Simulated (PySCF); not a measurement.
The multiplicity is imposed and other spin states were not computed.

Cartesian coordinates (Å):
```xyz
9

Zr    -0.0980     0.1186     0.0227
F      0.2270     1.8282     0.8368
F      1.5101    -0.5342    -0.8010
F     -1.4889     0.2669    -1.2952
O     -0.6419    -1.1126     1.3774
C     -1.0387    -2.0169     2.3788
H     -1.2426    -1.4753     3.3208
H     -0.2389    -2.7585     2.5592
H     -1.9560    -2.5500     2.0679
```
Charge 0, spin multiplicity 1.

Task: Estimate the HOMO, dipole moment and total energy that PySCF 2.14.0 with TPSSh-D3(BJ)/def2-TZVP // TPSS-D3(BJ)/def2-SVP returns for this input.

Result: 
| Quantity | Value |
|---|---|
| HOMO | -8.30 eV |
| dipole moment | 2.96 D |
| total energy | -462.2132 Ha |
